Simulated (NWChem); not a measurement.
A series in which one site is exchanged, each optimised at PBE0/def2-SVP with NWChem, gas phase unless a solvent is named. This build's default masses of Se (78.918 u) and Br (79.917 u) are each other's, which moves their modes by up to 0.6 %. Shieldings are non-relativistic GIAO values without spin-orbit effects.

A: [SiH3][Zn][Br] (ZnSiH3Br; site = Br)
B: [SiH3][ZnH] (ZnSiH₄; site = H)
C: [SiH3][Zn][Cl] (ZnSiH3Cl; site = Cl)
D: [F][Zn][SiH3] (ZnSiH₃F; site = F)

Values for A:

* **dipole (D), PBE0/def2-SVP**: 1.92
* **orbital gap (eV), PBE0/def2-SVP**: 7.39
* **static polarisability, B3LYP/def2-SVPD (bohr³)**: 83.1
* **lowest singlet excitation, B3LYP/def2-SVPD, TDA (eV)**: 5.66
* **29Si shift against tetramethylsilane, PBE0/pcSseg-1 (ppm)**: -131.2

How do these values change for the other members?


```tsv
change from A	B	C	D
dipole (D), PBE0/def2-SVP	-1.44	+0.07	+0.17
orbital gap (eV), PBE0/def2-SVP	-0.28	+0.28	+0.48
static polarisability, B3LYP/def2-SVPD (bohr³)	-21.4	-10.0	-27.3
lowest singlet excitation, B3LYP/def2-SVPD, TDA (eV)	-0.78	+0.43	+0.85
29Si shift against tetramethylsilane, PBE0/pcSseg-1 (ppm)	-7.3	-0.7	-2.8
```
